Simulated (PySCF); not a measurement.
SMILES c1(C=O)cccc([SeH])c1 at its GFN2-xTB optimised geometry (Å):

```
15

O     -1.3653    -2.8552    -0.0074
C     -1.8831    -1.7686    -0.0016
C     -1.1650    -0.4863     0.0000
C     -1.8615     0.7215     0.0003
C     -1.1656     1.9167     0.0006
C      0.2183     1.9172     0.0005
C      0.9174     0.7137     0.0000
Se     2.8303     0.7668    -0.0027
C      0.2284    -0.4863     0.0000
H     -2.9861    -1.6593     0.0034
H     -2.9414     0.7169     0.0005
H     -1.6993     2.8552     0.0012
H      0.7638     2.8514     0.0003
H      2.9861    -0.6697    -0.0005
H      0.7445    -1.4369    -0.0002
```

Method: CAM-B3LYP/def2-TZVP in PySCF. Cells within 0.4 Å of a nucleus heavier than hydrogen are left out (blank, or x).

Map of the Laplacian of the electron density (e/bohr⁵), clipped to [-1.50, 1.50] on the plane z = 0.0 Å:

```
|555555555555555555555555555|
|555555555555555555555555555|
|555555555555555555555555555|
|555555555555555555555555555|
|555555555555555555555555555|
|555555555355555255555555555|
|555555553045553055555555555|
|5555555551x4452355555555555|
|555555555xxx1xx555555555555|
|5555555551x4463355556555555|
|555555554155553145599975555|
|55555001xx55555xx349xx95555|
|55555544x155554x84499985555|
|555555555135551355556555555|
|555555555xx42xx455554255555|
|5555555552x33xx455554055555|
|555555554245552155555555555|
|55555021x555554055555555555|
|55555332xx65555555555555555|
|555555554166555555555555555|
|555555566xx6555555555555555|
|555555556xx6555555555555555|
|555555556666555555555555555|
|555555555555555555555555555|
|555555555555555555555555555|
|555555555555555555555555555|
|555555555555555555555555555|
```
Scale: ten equal steps from -1.50 (start of '0') to 1.50 (end of '9'), in the order '0123456789'; x runs from -5.00 to 5.00, y from -5.00 (bottom) to 5.00 (top).
